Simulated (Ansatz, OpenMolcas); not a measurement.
# How methods differ on SiHCl2F (SMILES F[SiH](Cl)Cl)

The species is SiHCl2F (5 atoms), meant as a singlet with charge 0. SMILES: `F[SiH](Cl)Cl`. The coordinates come from a PBE0-D4/def2-TZVP relaxation.

```xyz
5

F     0.0355   -0.6827    1.4669
Si    0.1157   -0.0484    0.0208
Cl   -0.5119    1.8723    0.1315
Cl   -1.0928   -1.1087   -1.2083
H     1.5033   -0.1061   -0.4524
```

Each level gives the energy change with the Si2–H5 bond stretched from 1.467 to 1.907 Å (eV). The values are calculated.

| level | kind | program | value (eV) | CPU time (all runs) |
| --- | --- | --- | --- | --- |
| PBE/def2-SVPD (restricted) | GGA | Ansatz | 0.91 | 5 s |
| TPSS/def2-SVPD (restricted) | meta-GGA | OpenMolcas | 1.03 | 98 s |
| r2SCAN/def2-SVPD (restricted) | meta-GGA | Ansatz | 1.02 | 10 s |
| PBE0/def2-SVPD (restricted) | global hybrid | OpenMolcas | 1.04 | 95 s |
| r2SCAN0/def2-SVPD (restricted) | hybrid meta-GGA | Ansatz | 1.10 | 13 s |
| wB97M-V/def2-SVPD (restricted) | range-separated hybrid | Ansatz | 1.09 | 47 s |
| PBE-QIDH/def2-SVPD (restricted) | double hybrid | Ansatz | 1.14 | 9.1 s |
| RPA@PBE/def2-SVPD (restricted) | RPA | Ansatz | 1.02 | 9 s |

The first shape isn't each level's own minimum. The values span 0.91 to 1.14 eV. Times are those of the runs behind each value, whatever else they computed, on shared processors of several kinds: orders of magnitude only.
